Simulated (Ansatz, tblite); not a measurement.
Forces on the cluster Al5Ru2⁻ at its PBE-D4/def2-SVPD geometry. Total charge -1; singlet.

In the def2 sets Ru takes a core potential; there is no spin–orbit coupling. The xTB rows come from tblite. At PBE0-D4/def2-TZVPD the restricted singlet is unstable: a solution with broken spin symmetry lies lower. The structure comes from a short search, and lower isomers may exist.

GFN1-xTB (tblite), largest force 3.38 eV/Å:

```xyz
7
positions Å, forces eV/Å
Ru    0.574    0.545   -0.335    0.792    1.634    1.247
Ru   -1.608   -1.129    1.704   -2.178   -1.715    1.926
Al    2.539   -0.219   -1.344    0.991   -0.390   -0.740
Al    0.122    1.652   -2.343   -0.124    0.467   -1.193
Al    0.677   -0.625    1.845    1.294    0.168    0.477
Al   -1.456    1.092    0.968   -0.207    1.368   -0.127
Al   -0.848   -1.316   -0.495   -0.568   -1.532   -1.589
```

GFN2-xTB (tblite), largest force 2.67 eV/Å:

```
Ru 0.414 0.460 -0.079
Ru -1.675 -1.241 1.660
Al 0.539 -0.132 0.091
Al -0.225 0.459 -0.227
Al 1.020 0.478 0.174
Al 0.231 1.123 -0.142
Al -0.305 -1.147 -1.478
```

PBE0-D4/def2-TZVPD (Ansatz), largest force 1.13 eV/Å:

```
Ru -0.297 -0.385 -0.036
Ru 0.727 0.572 -0.640
Al -0.362 0.145 0.120
Al 0.120 -0.224 0.322
Al -0.489 -0.001 -0.272
Al 0.170 -0.532 -0.002
Al 0.129 0.425 0.509
```
